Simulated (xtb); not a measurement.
A run for xtb: GFN2-xTB on C3H4O (SMILES [CH2+]C([CH2-])=O).

```
$ xtb mol.xyz --gfn 2 --sp --chrg 0 --uhf 0
8

C     -0.00000000     0.64114185    -0.00000000
O     -0.00000000     1.87576589     0.00000000
C      1.15774738    -0.20566544    -0.00000000
C     -1.15774738    -0.20566544    -0.00000000
H      2.15078609     0.22989064     0.00000000
H      1.07435556    -1.28267907     0.00000000
H     -2.15078609     0.22989064     0.00000000
H     -1.07435556    -1.28267907    -0.00000000
```

Output:

```
[...]
           -------------------------------------------------
          |                Calculation Setup                |
           -------------------------------------------------



           -------------------------------------------------
          |                 G F N 2 - x T B                 |
           -------------------------------------------------

        Reference                      10.1021/acs.jctc.8b01176
      * Hamiltonian:
        H0-scaling (s, p, d)           1.850000    2.230000    2.230000
        zeta-weighting                 0.500000
      * Dispersion:
        s8                             2.700000
        a1                             0.520000
        a2                             5.000000
        s9                             5.000000
      * Repulsion:
        kExp                           1.500000    1.000000
        rExp                           1.000000
      * Coulomb:
        alpha                          2.000000
        third order                    shell-resolved
        anisotropic                    true
        a3                             3.000000
        a5                             4.000000
        cn-shift                       1.200000
        cn-exp                         4.000000
        max-rad                        5.000000


          ...................................................
          :                      SETUP                      :
          :.................................................:
          :  # basis functions                  20          :
          :  # atomic orbitals                  20          :
          :  # shells                           12          :
          :  # electrons                        22          :
          :  max. iterations                   250          :
          :  Hamiltonian                  GFN2-xTB          :
          :  restarted?                      false          :
          :  GBSA solvation                  false          :
          :  PC potential                    false          :
          :  electronic temp.          300.0000000     K    :
          :  accuracy                    1.0000000          :
          :  -> integral cutoff          0.2500000E+02      :
          :  -> integral neglect         0.1000000E-07      :
          :  -> SCF convergence          0.1000000E-05 Eh   :
          :  -> wf. convergence          0.1000000E-03 e    :
          :  Broyden damping             0.4000000          :
          :  net charge                          0          :
          :  unpaired electrons                  0          :
          ...................................................

 iter      E             dE          RMSdq      gap      omega  full diag
   1    -12.4583266 -0.124583E+02  0.738E+00    1.38       0.0  T
   2    -11.8216379  0.636689E+00  0.887E+00    0.57       1.0  T
   3    -12.4074352 -0.585797E+00  0.617E+00    1.91       1.0  T
   4    -12.4564114 -0.489762E-01  0.427E+00    1.64       1.0  T
   5    -12.4780505 -0.216391E-01  0.327E+00    1.45       1.0  T
   6    -12.4837431 -0.569262E-02  0.309E+00    1.38       1.0  T
   7    -12.5149053 -0.311622E-01  0.156E+00    0.72       1.0  T
   8    -12.5241326 -0.922725E-02  0.621E-01    0.10       1.0  T
   9    -12.5199910  0.414157E-02  0.113E+00    0.47       1.0  T
  10    -12.5249851 -0.499411E-02  0.542E-01    0.21       1.0  T
  11    -12.5267545 -0.176935E-02  0.907E-02    0.14       1.0  T
  12    -12.5267860 -0.315408E-04  0.328E-02    0.14       1.1  T
  13    -12.5267333  0.526988E-04  0.979E-02    0.15       1.0  T
  14    -12.5267894 -0.561073E-04  0.252E-02    0.14       1.4  T
  15    -12.5267917 -0.222970E-05  0.176E-02    0.14       2.0  T
  16    -12.5267920 -0.346214E-06  0.159E-02    0.14       2.2  T
  17    -12.5267936 -0.158481E-05  0.363E-04    0.14      97.4  T
  18    -12.5267936  0.282030E-07  0.214E-03    0.14      16.6  T
  19    -12.5267936 -0.280416E-07  0.244E-04    0.14     144.7  T
  20    -12.5267936 -0.174765E-09  0.175E-04    0.14     202.5  T

   *** convergence criteria satisfied after 20 iterations ***

         #    Occupation            Energy/Eh            Energy/eV
      -------------------------------------------------------------
         1        2.0000           -0.6853303             -18.6488
       ...           ...                  ...                  ...
         5        2.0000           -0.5397616             -14.6877
         6        2.0000           -0.5367245             -14.6050
         7        2.0000           -0.5179718             -14.0947
         8        2.0000           -0.4874144             -13.2632
         9        2.0000           -0.4853386             -13.2067
        10        2.0000           -0.3957968             -10.7702
        11        1.8819           -0.3840139             -10.4495 (HOMO)
        12        0.1181           -0.3787541             -10.3064 (LUMO)
        13                         -0.1751883              -4.7671
        14                          0.0642947               1.7495
        15                          0.1294160               3.5216
        16                          0.1671515               4.5484
       ...                                ...                  ...
        20                          0.6290933              17.1185
      -------------------------------------------------------------
                  HL-Gap            0.0052597 Eh            0.1431 eV
             Fermi-level           -0.3813840 Eh          -10.3780 eV

 SCC (total)                   0 d,  0 h,  0 min,  0.006 sec
 SCC setup                      ...        0 min,  0.000 sec (  2.176%)
 Dispersion                     ...        0 min,  0.000 sec (  0.887%)
 classical contributions        ...        0 min,  0.000 sec (  0.460%)
 integral evaluation            ...        0 min,  0.001 sec ( 10.624%)
 iterations                     ...        0 min,  0.004 sec ( 63.279%)
 molecular gradient             ...        0 min,  0.001 sec ( 20.522%)
 printout                       ...        0 min,  0.000 sec (  1.703%)

         :::::::::::::::::::::::::::::::::::::::::::::::::::::
         ::                     SUMMARY                     ::
         :::::::::::::::::::::::::::::::::::::::::::::::::::::
         :: total energy             -12.375171438075 Eh    ::
         :: gradient norm              0.017088996489 Eh/a0 ::
         :: HOMO-LUMO gap              0.143124790164 eV    ::
         ::.................................................::
         :: SCC energy               -12.526793004588 Eh    ::
         :: -> isotropic ES            0.038590844658 Eh    ::
         :: -> anisotropic ES          0.001999771801 Eh    ::
         :: -> anisotropic XC          0.008191311961 Eh    ::
         :: -> dispersion             -0.003202522834 Eh    ::
         :: repulsion energy           0.151621566513 Eh    ::
         :: add. restraining           0.000000000000 Eh    ::
         :: total charge               0.000000000000 e     ::
         :::::::::::::::::::::::::::::::::::::::::::::::::::::

           -------------------------------------------------
          |                Property Printout                |
           -------------------------------------------------

    * Orbital Energies and Occupations

         #    Occupation            Energy/Eh            Energy/eV
      -------------------------------------------------------------
         1        2.0000           -0.6853303             -18.6488
         2        2.0000           -0.6512140             -17.7204
         3        2.0000           -0.6258327             -17.0298
         4        2.0000           -0.5723284             -15.5738
         5        2.0000           -0.5397616             -14.6877
         6        2.0000           -0.5367245             -14.6050
         7        2.0000           -0.5179718             -14.0947
         8        2.0000           -0.4874144             -13.2632
         9        2.0000           -0.4853386             -13.2067
        10        2.0000           -0.3957968             -10.7702
        11        1.8819           -0.3840139             -10.4495 (HOMO)
        12        0.1181           -0.3787541             -10.3064 (LUMO)
        13                         -0.1751883              -4.7671
        14                          0.0642947               1.7495
        15                          0.1294160               3.5216
        16                          0.1671515               4.5484
        17                          0.2155523               5.8655
        18                          0.2522238               6.8634
        19                          0.3829112              10.4195
        20                          0.6290933              17.1185
      -------------------------------------------------------------
                  HL-Gap            0.0052597 Eh            0.1431 eV
             Fermi-level           -0.3813840 Eh          -10.3780 eV

     #   Z          covCN         q      C6AA      α(0)
     1   6 C        2.814     0.227    23.241     7.899
     2   8 O        0.857    -0.446    22.616     6.376
     3   6 C        2.877    -0.062    29.541     8.910
     4   6 C        2.877    -0.062    29.541     8.910
     5   1 H        0.925     0.092     1.858     2.132
     6   1 H        0.926     0.079     1.985     2.203
     7   1 H        0.925     0.092     1.858     2.132
     8   1 H        0.926     0.079     1.985     2.203

 Mol. C6AA /au·bohr⁶  :        672.030606
 Mol. C8AA /au·bohr⁸  :      15556.534338
 Mol. α(0) /au        :         40.764302


Wiberg/Mayer (AO) data.
largest (>0.10) Wiberg bond orders for each atom

 ---------------------------------------------------------------------------
     #   Z sym  total        # sym  WBO       # sym  WBO       # sym  WBO
 ---------------------------------------------------------------------------
     1   6 C    3.971 --     2 O    1.562     4 C    1.202     3 C    1.202
     2   8 O    1.863 --     1 C    1.562     4 C    0.139     3 C    0.139
     3   6 C    3.804 --     1 C    1.202     6 H    0.976     5 H    0.975
                             4 C    0.499     2 O    0.139
     4   6 C    3.804 --     1 C    1.202     8 H    0.976     7 H    0.975
                             3 C    0.499     2 O    0.139
     5   1 H    0.990 --     3 C    0.975
     6   1 H    0.993 --     3 C    0.976
     7   1 H    0.990 --     4 C    0.975
     8   1 H    0.993 --     4 C    0.976
 ---------------------------------------------------------------------------

Topologies differ in total number of bonds
Writing topology from bond orders to xtbtopo.mol

molecular dipole:
                 x           y           z       tot (Debye)
 q only:        0.000      -1.562       0.000
   full:        0.000      -1.883       0.000       4.786
molecular quadrupole (traceless):
                xx          xy          yy          xz          yz          zz
 q only:        5.264      -0.000      -5.871       0.000       0.000       0.606
  q+dip:        7.234      -0.000      -6.704      -0.000      -0.000      -0.531
   full:        6.235      -0.000      -7.667      -0.000       0.000       1.432


           -------------------------------------------------
          | TOTAL ENERGY              -12.375171438075 Eh   |
          | GRADIENT NORM               0.017088996489 Eh/α |
          | HOMO-LUMO GAP               0.143124790164 eV   |
           -------------------------------------------------

------------------------------------------------------------------------
------------------------------------------------------------------------
 total:
Note: The following floating-point exceptions are signalling: IEEE_UNDERFLOW_FLAG IEEE_DENORMAL
normal termination of xtb
 SCF:
```

The run finished.

Cost: about 0.05 core-seconds (a rough figure).
